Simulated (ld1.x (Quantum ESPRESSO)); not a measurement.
**Ranking TM semilocal potentials for Ne**

All share these settings but for the change named:

* Element: neon
* Generator: ld1.x (Quantum ESPRESSO) 7.5
* Type: norm-conserving Troullier–Martins (semilocal form)
* Functional: LDA (PZ)
* Relativity: scalar-relativistic
* Frozen core: [He]
* Valence charge: 8
* Reference configuration: 2s2 2p6
* Partial waves: 2s (bound): rc 0.60 bohr; 2p (bound): rc 0.90 bohr
* Local potential: the p channel
* Core correction: none

Cutoff: the first of the cutoffs (Ry, on a coarse ladder) from which the occupation-weighted sum of valence levels, in a spherical-Bessel basis at the reference potential, stays within 10 and 1 mRy of its value at 400 Ry; the density cutoff is not measured.

The base gives 230 Ry.

Of 7 variants that were run, those that failed, showed a ghost or another fault, or gave nearly equal values are left out.

A variant can come out equal or close to the base.

(1) Rank these variants from softest to hardest (loose cutoff).
A. wave 2p (bound): rc 0.90 bohr becomes 2p (bound): rc 1.40 bohr
B. non-relativistic
C. wave 2s (bound): rc 0.60 bohr becomes 2s (bound): rc 0.86 bohr

Results:

(1) C (160 Ry), A (200 Ry), B (230 Ry).
